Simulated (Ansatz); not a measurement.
CH6BFOSi (`OB([SiH3])CF`), relaxed with RKS PBE-D4/def2-SVP in Ansatz 0.2.0 from a rough embedded geometry. The force threshold is 0.03 eV/Å; the program also tests the step.

Charge 0, multiplicity 1.

Start:

```xyz
11

O    -1.568   -0.491    0.962
B    -0.423   -0.021    0.316
Si    1.042   -1.231   -0.026
C    -0.269    1.500   -0.136
F    -0.163    1.621   -1.443
H    -2.214   -0.840    0.233
H     0.623   -2.306   -0.956
H     2.171   -0.493   -0.742
H     1.531   -1.777    1.172
H     0.537    1.986    0.403
H    -1.268    2.052    0.218
```

| step | energy (eV) | largest force (eV/Å) | largest move (Å) |
| --- | --- | --- | --- |
| 1 | -14432.9604 | 4.737 | 0.000 |
| 2 | -14433.5021 | 1.791 | 0.137 |
| 3 | -14433.7047 | 0.881 | 0.195 |
| 4 | -14433.9320 | 0.790 | 0.196 |
| 5 | -14434.0929 | 2.274 | 0.196 |
| 6 | -14434.1950 | 0.637 | 0.200 |
| 7 | -14434.2599 | 0.685 | 0.200 |
| 8 | -14434.3149 | 0.342 | 0.127 |
| 9 | -14434.3313 | 0.408 | 0.174 |
| 10 | -14434.3448 | 0.269 | 0.089 |
| 11 | -14434.3538 | 0.454 | 0.153 |
| 12 | -14434.3771 | 0.109 | 0.200 |
| 13 | -14434.3890 | 0.280 | 0.196 |
| 14 | -14434.3975 | 0.263 | 0.096 |
| 15 | -14434.4091 | 0.228 | 0.117 |
| 16 | -14434.4196 | 0.166 | 0.114 |
| 17 (rejected) | -14434.4151 | 0.455 | 0.067 |
| 18 | -14434.4213 | 0.020 | 0.033 |
| 19 | -14434.4229 | 0.064 | 0.093 |
| 20 | -14434.4233 | 0.035 | 0.021 |
| 21 (rejected) | -14434.4233 | 0.040 | 0.021 |
| 22 | -14434.4235 | 0.004 | 0.010 |

End:

```xyz
11

O    -1.407   -0.133    1.323
B    -0.463    0.093    0.366
Si    0.935   -1.264   -0.254
C    -0.449    1.527   -0.307
F     0.525    1.613   -1.306
H    -1.358   -1.029    1.703
H     0.787   -1.574   -1.720
H     2.332   -0.751   -0.023
H     0.797   -2.568    0.502
H    -0.253    2.314    0.462
H    -1.446    1.773   -0.747
```

Hardware: 4 threads of an Arm Neoverse V2 on a shared host. Wall time 23 s, peak host memory 0.19 GiB.
